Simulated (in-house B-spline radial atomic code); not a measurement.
RPA and G0W0 for the strontium ion Sr²⁺, [Ar] 3d10 4s2 4p6, as one setting changes: the radius of a hard wall (bohr). Start: PBE0. A dash marks a level of low quasi-particle weight. Computed with a B-spline radial code for spherical atoms: all electrons, scalar-relativistic (spin-free one-electron X2C), finite nucleus, each spin shell either full or empty, empty states to l = 9 with an (l + 1/2)⁻⁴ tail; G0W0 by contour deformation at full frequency.

```json
{"radius of a hard wall (bohr)": "2", "mean-field level (eV)": "0.269", "G0W0 level (eV)": "4p -7.104", "RPA correlation (Eh)": "-2.7507"}
{"radius of a hard wall (bohr)": "2.5", "mean-field level (eV)": "-24.711", "G0W0 level (eV)": "4p -31.05", "RPA correlation (Eh)": "-2.6813"}
{"radius of a hard wall (bohr)": "3", "mean-field level (eV)": "-33.45", "G0W0 level (eV)": "4p -39.18", "RPA correlation (Eh)": "-2.6504"}
{"radius of a hard wall (bohr)": "3.5", "mean-field level (eV)": "-36.67", "G0W0 level (eV)": "4p -42.02", "RPA correlation (Eh)": "-2.6381"}
{"radius of a hard wall (bohr)": "4", "mean-field level (eV)": "?", "G0W0 level (eV)": "?", "RPA correlation (Eh)": "?"}
{"radius of a hard wall (bohr)": "5", "mean-field level (eV)": "-38.40", "G0W0 level (eV)": "4p -43.34", "RPA correlation (Eh)": "-2.6313"}
{"radius of a hard wall (bohr)": "6", "mean-field level (eV)": "-38.45", "G0W0 level (eV)": "4p -43.36", "RPA correlation (Eh)": "-2.6308"}
{"radius of a hard wall (bohr)": "8", "mean-field level (eV)": "?", "G0W0 level (eV)": "?", "RPA correlation (Eh)": "?"}
{"radius of a hard wall (bohr)": "12", "mean-field level (eV)": "-38.46", "G0W0 level (eV)": "4p -43.36", "RPA correlation (Eh)": "-2.63"}
```

(1) What belongs in the row for 8?

(2) What belongs in the row for 4?

## Answers

(1) mean-field level (eV): -38.46; G0W0 level (eV): 4p -43.36; RPA correlation (Eh): -2.6304.

(2) mean-field level (eV): -37.85; G0W0 level (eV): 4p -42.97; RPA correlation (Eh): -2.6336.
